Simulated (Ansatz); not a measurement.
Species: C5H8, SMILES `C=C/C=C/C` (C–C–C–C torsion 180°) (charge 0, multiplicity 1).

**Question.** Give a relaxed geometry from B3LYP-D3(BJ)/def2-TZVP in Ansatz (a program for electronic structure).

**Answer.** Several could match; the one computed here: the end point of this relaxation, one of several conformers (outside a Z-matrix the atoms follow the SMILES, hydrogens last).
Z-matrix (Å, degrees):
```
C
C 1 1.3360
H 2 1.0876 1 118.40
H 1 1.0877 2 119.18 3 180.00
C 1 1.4503 4 116.57 2 180.00
C 5 1.3346 1 124.55 4 0.00
H 6 1.0815 5 121.73 1 180.00
H 6 1.0840 7 116.95 5 180.00
H 5 1.0868 6 119.24 7 0.00
C 2 1.4929 3 116.43 1 180.00
H 10 1.0908 2 111.52 3 -180.00
H 10 1.0944 11 108.20 2 122.50
H 10 1.0944 11 108.20 12 114.99
```
